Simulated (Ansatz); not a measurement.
A run on `BN[Si](C)(C)C` with other settings.

```yaml
crystal:
  periodic: [false, false, false]
  atoms:
    - {symbol: B, position_ang: [2.089523, -0.574155, 1.387031]}
    - {symbol: N, position_ang: [0.898987, 0.134841, 1.228174]}
    - {symbol: Si, position_ang: [-0.253562, 0.107232, -0.101778]}
    - {symbol: C, position_ang: [0.344028, -1.085397, -1.401043]}
    - {symbol: C, position_ang: [-0.387987, 1.837314, -0.798639]}
    - {symbol: C, position_ang: [-1.915760, -0.421843, 0.571992]}
    - {symbol: H, position_ang: [2.747000, -0.417001, 2.378235]}
    - {symbol: H, position_ang: [2.446695, -1.334675, 0.532565]}
    - {symbol: H, position_ang: [0.659658, 0.758678, 1.988205]}
    - {symbol: H, position_ang: [0.435509, -2.099132, -1.005495]}
    - {symbol: H, position_ang: [1.317225, -0.791875, -1.800130]}
    - {symbol: H, position_ang: [-0.368426, -1.109104, -2.230589]}
    - {symbol: H, position_ang: [0.572430, 2.174072, -1.196726]}
    - {symbol: H, position_ang: [-1.122842, 1.878203, -1.607359]}
    - {symbol: H, position_ang: [-0.701740, 2.551661, -0.032164]}
    - {symbol: H, position_ang: [-2.256048, 0.250605, 1.364587]}
    - {symbol: H, position_ang: [-1.865455, -1.431059, 0.988228]}
    - {symbol: H, position_ang: [-2.676736, -0.416962, -0.213293]}
basis:
  gaussian: {orbitals: def2-mTZVP, fitting: {mean_field: cc-pVTZ-jkfit}}
total_charge: 1
magnetization: {spin_polarized: true, initial_magnetization: 1}
hamiltonian: {xc: {name: wB97X}}
scf: {lower_state_search: full}
output: {forces: true}
```

```sh
$ ansatz run in.yaml --threads 4 --pin off --events-out ev --progress --plain --max-ram 11315MiB
```

Output, abridged:

```
Functional definition: wB97X
876 factors; integrals over basis functions are off by at most 2.2e-1 eV
876 factors; integrals over basis functions are off by at most 5.1e-7 eV
mean field evaluation 1: about -13326.4794 eV, gradient 6.1e1 eV
mean field evaluation 2: about -13326.4814 eV, gradient 6.1e1 eV
mean field evaluation 4: about -13340.8609 eV, gradient 1.4e1 eV
mean field evaluation 8: about -13342.2763 eV, gradient 5.7e-1 eV
mean field evaluation 16: about -13342.2980 eV, gradient 9.0e-2 eV
mean field evaluation 32: about -13343.2584 eV, gradient 1.2e0 eV
mean field evaluation 64: about -13342.6466 eV, gradient 3.6e-1 eV
mean field evaluation 128: about -13343.4382 eV, gradient 1.7e0 eV
mean field -13343.47601013 eV, -490.3636988393 hartree, gradient 2.4e-5 eV, S^2 0.760510; 11 other end points of the search recorded, 0 dependent functions left out
reference -13343.47596550 eV, -490.3636971991 hartree; 28, 27 occupied and 125, 126 virtual orbitals, 876 factors
Total energy: -13343.47596550 eV, -490.3636971991 hartree
Atom 0 at     2.089523    -0.574155     1.387031 Å, force     3.233330    -1.913040     0.452080 eV/Å
Atom 1 at     0.898987     0.134841     1.228174 Å, force    -2.864319     1.692880    -0.404251 eV/Å
Atom 2 at    -0.253562     0.107232    -0.101778 Å, force     0.776137    -1.432431    -1.499600 eV/Å
Atom 3 at     0.344028    -1.085397    -1.401043 Å, force    -0.022517     0.204187     0.311325 eV/Å
Atom 4 at    -0.387987     1.837314    -0.798639 Å, force    -0.105626     1.554177     0.175227 eV/Å
Atom 5 at    -1.915760    -0.421843     0.571992 Å, force    -1.127457     0.044243     1.089971 eV/Å
Atom 6 at     2.747000    -0.417001     2.378235 Å, force    -0.276157     0.032640    -0.253661 eV/Å
Atom 7 at     2.446695    -1.334675     0.532565 Å, force    -0.202928     0.231202     0.154601 eV/Å
Atom 8 at     0.659658     0.758678     1.988205 Å, force    -0.078087     0.261495     0.344064 eV/Å
Atom 9 at     0.435509    -2.099132    -1.005495 Å, force    -0.003899    -0.011017    -0.095450 eV/Å
Atom 10 at     1.317225    -0.791875    -1.800130 Å, force    -0.037095    -0.059472    -0.064800 eV/Å
Atom 11 at    -0.368426    -1.109104    -2.230589 Å, force     0.066535    -0.027945     0.027772 eV/Å
Atom 12 at     0.572430     2.174072    -1.196726 Å, force     0.052657    -0.264178     0.088968 eV/Å
Atom 13 at    -1.122842     1.878203    -1.607359 Å, force    -0.037510    -0.412861     0.109316 eV/Å
Atom 14 at    -0.701740     2.551661    -0.032164 Å, force     0.004713    -0.056623    -0.047526 eV/Å
Atom 15 at    -2.256048     0.250605     1.364587 Å, force     0.022612    -0.029054    -0.064008 eV/Å
Atom 16 at    -1.865455    -1.431059     0.988228 Å, force     0.262591     0.045545    -0.099026 eV/Å
Atom 17 at    -2.676736    -0.416962    -0.213293 Å, force     0.337021     0.140253    -0.225003 eV/Å
Dipole moment:    -0.172852     0.297807     0.298215 e Å
```

It took 30 s on 4 threads of an Arm Neoverse V2 on a shared host, with 1.3 GiB of host memory at the peak.
